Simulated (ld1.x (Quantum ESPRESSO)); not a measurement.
**W (Z = 74): one change to a PAW potential, before and after**

```json
{
  "Element": "tungsten (W)",
  "Generator": "ld1.x (Quantum ESPRESSO) 7.5",
  "Type": "PAW",
  "Functional": "PBE",
  "Relativity": "scalar-relativistic",
  "Frozen core": "[Xe] 4f14",
  "Valence charge": "6",
  "Reference configuration": "5d4 6s2 6p0",
  "Partial waves": "6s (bound): rcut 2.25, rcutus 2.70 bohr; 6s channel at 2.55 Ry: rcut 2.25, rcutus 2.70 bohr; 6p (bound, empty): rcut 2.45, rcutus 2.90 bohr; 6p channel at 2.6 Ry: rcut 2.45, rcutus 2.90 bohr; 5d (bound): rcut 1.80, rcutus 2.20 bohr; 5d channel at 0.95 Ry: rcut 1.80, rcutus 2.20 bohr",
  "Local potential": "all-electron potential smoothed inside 1.95 bohr (lloc = -1)",
  "Core correction": "a·sin(br)/r model core inside 2.20 bohr",
  "Augmentation charge": "BESSEL, radius 1.40 bohr"
}
```

Change: all radii but the core radius scaled by about 1.10 (s 2.98, p 3.20, d 2.42 bohr, rcut 2.48/2.70/1.98); local potential all-electron potential smoothed inside 2.14 bohr (lloc = -1); augmentation BESSEL, radius 1.54 bohr.

Cutoffs: the cutoffs (Ry, on a coarse ladder) from which the occupation-weighted sum of valence levels, in a spherical-Bessel basis at the reference potential, stays within 10 and 1 mRy of its value at 400 Ry; they do not see the model core or the augmentation charge, which bear on the density cutoff. Errors are all-electron minus pseudo energies relative to the spin-unpolarised reference configuration.

Q: Predict the effect on cutoff, ghosts and configuration errors.

A: The potential gets softer (18 Ry and 30 Ry → 15 Ry and 25 Ry); both files keep a bound ghost (s); of the 7 tests that both files solve, the error grows in 4 and shrinks in 0 by more than 15 % and 0.3 meV (median size 9.2 → 9.6 meV). A larger radius leaves more room for a smooth pseudo-wave, so fewer plane waves are needed. More of the atom is replaced by a form fitted at one configuration, so other configurations suffer.

```csv
quantity,base,changed
"cutoff, loose",18 Ry,15 Ry
"cutoff, tight",30 Ry,25 Ry
loose cutoff by channel (10 mRy a level),"s 6 Ry, d 18 Ry","s 6 Ry, d 12 Ry"
bound ghosts,s,s
"error for 5d4 6s1 6p0, meV [ΔE 8.88 eV]",-3.7,-9.6
"error for 5d4 6s0 6p0, meV [ΔE 24.56 eV]",-9.2,-8.7
"error for 5d3 6s0 6p0, meV [ΔE 49.94 eV]",-177,-179
"error for 5d2 6s0 6p0, meV [ΔE 87.16 eV]",-783,-791
"error for 5d4 6s0 6p2, meV [ΔE 9.26 eV]",-2.7,-3.3
"error for 5d3 6s2 6p0, meV [ΔE 8.83 eV]",-43,-57
"error for 5d4 6s0 6p1, meV [ΔE 14.34 eV]",-3.0,-3.5
lowest overlap eigenvalue by channel,"s 0.53, p 0.59, d 0.84","s 0.46, p 0.76, d 0.41"
```

 A true bound ghost makes a file unfit for plane-wave use even where its test errors are small: the radial tests pick states by their node count and pass the ghost by.
